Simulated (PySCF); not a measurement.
Broadened absorption spectrum of C7H7NSi

Species: C7H7NSi.
Structure used (GFN2-xTB), in Å, numbered top down from 1:
```
atom  x, y, z in Å
C1    -3.727    1.598    0.794
C2    -2.801    0.973    0.152
C3    -1.865    0.331   -0.516
C4    -2.156   -0.245   -1.780
N5    -2.377   -0.717   -2.800
C6    -0.535    0.167   -0.045
C7     0.602    0.008    0.330
Si8    2.347   -0.232    0.898
C9     3.239   -1.285   -0.402
H10   -4.378    1.091    1.489
H11   -3.896    2.656    0.665
H12    2.961    1.096    1.023
H13    2.306   -0.918    2.195
H14    3.242   -0.797   -1.373
H15    4.273   -1.465   -0.120
H16    2.756   -2.251   -0.523
```

The calculation used TDDFT wB97X-D/def2-SVPD, vertical, gas phase, core orbitals frozen in the response in PySCF.

Computed states:

```json
{"state": "S1", "E (eV)": "5.21", "f": "0.0001"}
{"state": "S2", "E (eV)": "5.28", "f": "0.366"}
{"state": "S3", "E (eV)": "5.33", "f": "0.0000"}
{"state": "S4", "E (eV)": "5.64", "f": "0.0003"}
{"state": "S5", "E (eV)": "5.86", "f": "0.0002"}
{"state": "S6", "E (eV)": "6.54", "f": "0.276"}
{"state": "S7", "E (eV)": "6.88", "f": "0.0001"}
{"state": "S8", "E (eV)": "7.07", "f": "0.151"}
```

Broadening: Gaussians 0.3 eV wide at half height, area fixed by f = 4.319×10⁻⁹ ∫ε dν̃. The width is an assumption, not a result. The curve ends short of the highest state used, and states not computed would add to its high-energy end.

Q: Give the broadened spectrum and its maxima.

A: 
| λ (nm) | ε (L mol⁻¹ cm⁻¹) |
| --- | --- |
| 191.6 | 21423 |
| 193.2 | 15608 |
| 194.8 | 9619 |
| 196.4 | 5056 |
| 198.0 | 2284 |
| 199.6 | 894 |
| 201.2 | 306 |
| 202.8 | 93 |
| 204.4 | 28 |
| 206.0 | 12 |
| 207.6 | 12 |
| 209.2 | 15 |
| 210.8 | 19 |
| 212.4 | 24 |
| 214.0 | 34 |
| 215.7 | 66 |
| 217.3 | 152 |
| 218.9 | 378 |
| 220.5 | 905 |
| 222.1 | 1989 |
| 223.7 | 3958 |
| 225.3 | 7113 |
| 226.9 | 11565 |
| 228.5 | 17065 |
| 230.1 | 22935 |
| 231.7 | 28174 |
| 233.3 | 31748 |
| 234.9 | 32930 |
| 236.5 | 31542 |
| 238.2 | 27715 |
| 239.8 | 22753 |
| 241.4 | 17414 |
| 243.0 | 12458 |
| 244.6 | 8355 |
| 246.2 | 5266 |
| 247.8 | 3127 |
| 249.4 | 1753 |
| 251.0 | 931 |
| 252.6 | 469 |
| 254.2 | 224 |
| 255.8 | 102 |
| 257.4 | 45 |
| 259.0 | 19 |
| 260.7 | 7 |

Maxima: 235 nm (5.28 eV), ε about 33000, made up of S2 (100%) (ε in L mol⁻¹ cm⁻¹; maxima over ε = 5, shares over 10%). At its high-energy end, 6.47 eV, the curve is still rising (ε about 21000, from S6).

Q: On this curve, what absorbance would a 10⁻⁴ mol/L sample give at 193 nm over a 1 cm path?

A: 193 nm is 6.424 eV, where ε is about 16000 L mol⁻¹ cm⁻¹, so A = ε c l ≈ 1.6 (Beer–Lambert, with the gas-phase spectrum and the assumed width).

Q: What would ε be at 5.28 eV, the highest of these maxima, with half the width (0.15 eV)?

A: About 65900 L mol⁻¹ cm⁻¹ against 32900, a factor of about 2.00; a lone state at its own centre would give exactly 2.

Q: Coming from long wavelengths, where does ε first pass 100 L mol⁻¹ cm⁻¹?

A: At about 256 nm (4.85 eV), 0.36 eV below S1.
